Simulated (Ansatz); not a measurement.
Results of the Gaussian-basis code of Ansatz.

A structure relaxed at PBE0-D4/def2-TZVP, charge 0, multiplicity 1:

```xyz
14

C    -0.8086    0.6169   -1.5414
C     0.0022    1.2216   -0.4034
Ge    1.0531   -0.1058    0.5891
C    -0.1133   -1.4557    1.3915
H    -1.5252   -0.1242   -1.1774
H    -1.3777    1.3798   -2.0800
H    -0.1641    0.1157   -2.2688
H    -0.6526    1.7299    0.3109
H     0.6932    1.9794   -0.7830
H     2.0421   -0.7943   -0.3784
H     1.8727    0.5930    1.6955
H    -0.6732   -1.9859    0.6195
H    -0.8225   -0.9855    2.0748
H     0.4740   -2.1848    1.9511
```

Question: Give its formula and SMILES.

Answer: C3H10Ge, `C[CH2][GeH2][CH3]`.

Question: Point group (tolerance 0.08 Å, 0.16 Å for H)?

Answer: C1.

Question: Summarise the bond lengths by kind.

Answer: 1 × C–C 1.523 Å; 8 × C–H 1.091 to 1.094 Å; 2 × C–Ge 1.956 to 1.963 Å; 2 × Ge–H 1.544 to 1.545 Å.
